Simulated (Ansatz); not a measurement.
Species: C10H9BS, SMILES `Bc1c(C=C)sc2ccccc12` (charge 0, multiplicity 1).

**Question.** Give a relaxed geometry from B3LYP-D3(BJ)/def2-SVP in Ansatz (a first-principles code).

**Answer.** Several could match; the one computed here: the end point of this relaxation, one of several conformers (outside a Z-matrix the atoms follow the SMILES, hydrogens last).
Bonds (Å): B1–C2 1.527, B1–H13 1.206, B1–H14 1.205, C2–C3 1.400, C2–C12 1.459, C3–C4 1.454, C3–S6 1.750, C4–C5 1.344, C4–H15 1.092, C5–H16 1.092, C5–H17 1.094, S6–C7 1.752, C7–C8 1.399, C7–C12 1.417, C8–C9 1.392, C8–H18 1.092, C9–C10 1.407, C9–H19 1.092, C10–C11 1.391, C10–H20 1.092, C11–C12 1.408, C11–H21 1.091. Angles (°): C2–B1–H13 120.4, C2–B1–H14 121.7, H13–B1–H14 117.8, B1–C2–C3 124.0, B1–C2–C12 124.9, C3–C2–C12 111.1, C2–C3–C4 127.0, C2–C3–S6 113.0, C4–C3–S6 120.0, C3–C4–C5 126.1, C3–C4–H15 114.5, C5–C4–H15 119.5, C4–C5–H16 120.9, C4–C5–H17 122.3, H16–C5–H17 116.9, C3–S6–C7 91.8, S6–C7–C8 126.5, S6–C7–C12 111.1, C8–C7–C12 122.4, C7–C8–C9 118.1, C7–C8–H18 120.9, C9–C8–H18 121.0, C8–C9–C10 120.6, C8–C9–H19 119.6, C10–C9–H19 119.8, C9–C10–C11 120.9, C9–C10–H20 119.5, C11–C10–H20 119.6, C10–C11–C12 119.9, C10–C11–H21 120.5, C12–C11–H21 119.5, C2–C12–C7 113.0, C2–C12–C11 129.0, C7–C12–C11 118.1.
